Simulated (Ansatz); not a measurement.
`[CH3][AlH][SH]` + `OBN([SiH3])[SiH3]` → `[CH3][AlH][N]([SiH3])[SiH3]` + `OBS`  (redistribution)

Isolated molecules relaxed with PBE0-D4/def2-TZVP in Ansatz; ΔE leaves out vibrations. CCSD(T)/CBS adds triple-zeta CCSD(T) − MP2 to the extrapolated MP2 energy (def2 sets, frozen cores). This one scheme is used for every species. DFT in def2-TZVPP. B3LYP here is the variant with VWN-RPA as its local correlation; programs differ in this. Each species was taken in one conformer, which may not be the lowest.

`[CH3][AlH][SH]`:

Cartesian coordinates in Å:
```
C -1.344 0.218 0.129
Al 0.514 -0.015 -0.390
S 1.956 -0.589 1.154
H -1.681 1.238 -0.082
H -1.510 0.022 1.191
H -1.994 -0.451 -0.443
H 1.064 0.183 -1.863
H 2.995 -0.606 0.303
```

`OBN([SiH3])[SiH3]`:

```xyz
13

O    -1.403   -1.556    1.027
B    -1.246   -0.245    0.673
N    -0.047    0.111    0.000
Si    0.276    1.746   -0.505
Si    1.138   -1.140   -0.327
H    -2.229   -1.736    1.477
H    -2.093    0.568    0.924
H     1.516    2.255    0.137
H    -0.873    2.599   -0.116
H     0.467    1.807   -1.979
H     1.646   -1.749    0.926
H     2.264   -0.465   -1.028
H     0.585   -2.196   -1.209
```

`[CH3][AlH][N]([SiH3])[SiH3]`:

Cartesian coordinates in Å:
```
C -2.536 -0.102 0.500
Al -1.107 0.664 -0.577
N 0.581 0.134 -0.238
Si 0.899 -0.990 1.045
Si 1.934 0.698 -1.163
H -2.393 -1.171 0.681
H -3.513 0.032 0.028
H -2.581 0.380 1.482
H -1.316 1.733 -1.725
H 2.363 -1.022 1.313
H 0.458 -2.370 0.700
H 0.194 -0.589 2.293
H 2.868 1.505 -0.330
H 2.710 -0.442 -1.727
H 1.437 1.540 -2.282
```

`OBS`:

Cartesian coordinates in Å:
```
O -1.199 0.584 -0.673
B -0.326 0.071 0.221
S 1.344 -0.433 -0.273
H -0.869 0.658 -1.573
H -0.684 -0.042 1.353
H 1.734 -0.839 0.944
```

```
             level  ΔE (eV)
            PBE-D4     0.52
           PBE0-D4     0.56
          B3LYP-D4     0.54
           ωB97M-V     0.57
             B3LYP     0.59
CCSD(T)/def2-TZVPP     0.55
      HF/CBS(def2)     0.66
    CCSD/CBS(def2)     0.58
```

**Question.** What does CCSD(T)/CBS give? (An estimate is asked.)

**Answer.** The calculation gave: +0.56 eV. The listed levels differ from it by -0.04, 0.00, -0.02, 0.01, 0.03, -0.01, 0.10, 0.02 eV.

Largest T1 diagnostic among the species: 0.013.

The D4 term adds −0.05 eV with B3LYP and −0.03 eV with PBE0; it sums over pairs of atoms, weighted by their polarisabilities, and B3LYP, whose exchange is more repulsive, gets the larger term. In def2-TZVPP, CCSD(T) changes the Hartree–Fock value by −0.13 eV (the triples alone add −0.02 eV) and MP2 by −0.13 eV.
